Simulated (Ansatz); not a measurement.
`N[SiH2]O[SiH3]` from Hartree–Fock to CCSD(T)

```xyz
11

N    -0.799   -0.767    2.081
Si   -0.639   -0.801    0.387
O     0.302    0.394   -0.225
Si    0.986    1.101   -1.525
H    -0.050   -1.068    2.682
H    -1.388   -0.090    2.536
H    -0.016   -2.097    0.023
H    -1.996   -0.648   -0.192
H    -0.059    1.568   -2.474
H     1.783    2.265   -1.064
H     1.879    0.144   -2.230
```

The species carries charge 0 and has multiplicity 1. Geometry: relaxed with PBE0-D4/def2-TZVP. It is one conformer, not always the lowest. Frozen core, restricted reference, Ansatz. CBS rows extrapolate triple and quadruple zeta; past MP2 they add the triple-zeta difference.

```tsv
basis	HF (Eh)	MP2 corr.
def2-SVP	-711.08265	-0.55211
def2-TZVPP	-711.46788	-0.70029
def2-QZVPP	-711.49403	-0.75416
```

(1) Estimate the CCSD correlation energy and the (T) correction in each basis where they were run (hartree).

## Answers

(1) 
```json
{"basis": "def2-SVP", "CCSD corr.": "-0.60278", "(T)": "-0.01315"}
{"basis": "def2-TZVPP", "CCSD corr.": "-0.74505", "(T)": "-0.02502"}
{"basis": "CBS(def2)", "CCSD corr.": "-0.83882", "(T)": "as TZ"}
```
